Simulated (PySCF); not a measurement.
NICS in isomers of C8H9OP.

NICS is the negative of the GIAO shielding at a point without a nucleus: at the ring centre (0) and 1 Å above and below it (1); zz is the component along the ring normal. Level: GIAO PBE0/pcSseg-1 (PySCF, non-relativistic, gas phase) on the GFN2-xTB geometries, one conformer each. Atom numbers follow the mapped SMILES.

Task: Order these rings by mean NICS(1)zz, lowest (most negative) first (ppm).
A. ring P4–C6–C7–C8–C9–C10 in `[CH:1]#[C:2][CH2:3][P:4]1(=[O:5])[CH:6]=[CH:7][CH2:8][CH:9]=[CH:10]1`
B. ring C2–C3–C4–P6–C7–C10 in `[CH3:1][c:2]1[cH:3][c:4]([CH3:5])[p:6][c:7]([CH:8]=[O:9])[cH:10]1`
C. ring C5–C6–C7–C8–C9–C10 in `[O:1]=[P@@H:2]1[CH2:3][C@@H:4]1[c:5]1[cH:6][cH:7][cH:8][cH:9][cH:10]1`
D. ring C4–C5–P6–C7–C8–C9 in `[CH3:1][C:2](=[O:3])[c:4]1[cH:5][p:6][cH:7][cH:8][c:9]1[CH3:10]`
E. ring C3–P4–C5–O6–C7 in `[CH2:1]=[CH:2][c:3]1[p:4][cH:5][o:6][c:7]1[CH:8]1[CH2:9][CH2:10]1`

Result: C (-28.0), D (-25.7), B (-23.4), E (-20.2), A (-3.5).

| SMILES | ring | NICS(0) | NICS(1) | NICS(1)zz | HOMA | rms pucker (Å) | ring atoms with four or more neighbours |
| --- | --- | --- | --- | --- | --- | --- | --- |
| O=[P@@H]1C[C@@H]1c1ccccc1 | 6-membered carbocycle; formal bonds all aromatic | -8.3 | -11.1 | -28.0 | 1.00 | 0.00 | 0 |
| CC(=O)c1cpccc1C | 6-membered ring with P; formal bonds all aromatic | -7.6 | -10.5 | -25.7 | 0.94 | 0.00 | 0 |
| Cc1cc(C)pc(C=O)c1 | 6-membered ring with P; formal bonds all aromatic | -6.8 | -10.0 | -23.4 | 0.88 | 0.00 | 0 |
| C=Cc1pcoc1C1CC1 | 5-membered ring with O and P; formal bonds all aromatic | -9.5 | -9.5 | -20.2 | 0.44 | 0.00 | 0 |
| C#CCP1(=O)C=CCC=C1 | 6-membered ring with P; formal bonds 2 double, 4 single | -0.6 | -2.6 | -3.5 | – | 0.13 | 2 |

NICS(0) gives another order. The isotropic NICS(1) gives the same order. Over the 4 rings with a HOMA value its correlation coefficient with NICS(1)zz is -0.92. HOMA uses Krygowski's 1993 parameters; it is left out where a ring has a four-coordinate atom, a triple bond, no multiple bond or a kind of bond without parameters. NICS(1) and NICS(1)zz are means over the two faces.
